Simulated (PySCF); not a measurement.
HSe, SMILES [SeH] (connectivity only; charge and spin as stated), charge -1, multiplicity 1.

Coordinates come from a PBE0-D3(BJ)/def2-TZVPD optimisation. The multiplicity is an assumed one; other spin states were not compared.

Two levels are set side by side: PBE/def2-TZVPD (PySCF) and B3LYP/def2-TZVPD (PySCF). Same geometry, gas phase. Differences are taken from unrounded values.

```
quantity                     B3LYP
---------------------------  -----
orbital gap (eV)              4.17
highest occupied level (eV)  -0.05
lowest empty level (eV)       4.12
mean polarisability (bohr³)   68.0
```

**Question.** What does PBE give, and how far is it from B3LYP? (An estimate is asked for; the answer gives what the named calculation found.)

**Answer.** 
```
quantity                      PBE  PBE minus B3LYP
---------------------------  ----  ---------------
orbital gap (eV)             3.17            -1.00
highest occupied level (eV)  0.71             0.76
lowest empty level (eV)      3.88            -0.24
mean polarisability (bohr³)  72.8              4.8
```

PBE's occupied levels lie high since its potential decays too fast outside the molecule; exact exchange lowers them and widens the gap. Loosely held outer electrons make PBE densities more polarisable. Differences between two approximate levels are no errors against the true value.

Rough cost on one machine, each run with all the roots and properties that it gave: B3LYP against PBE within a factor of 2.
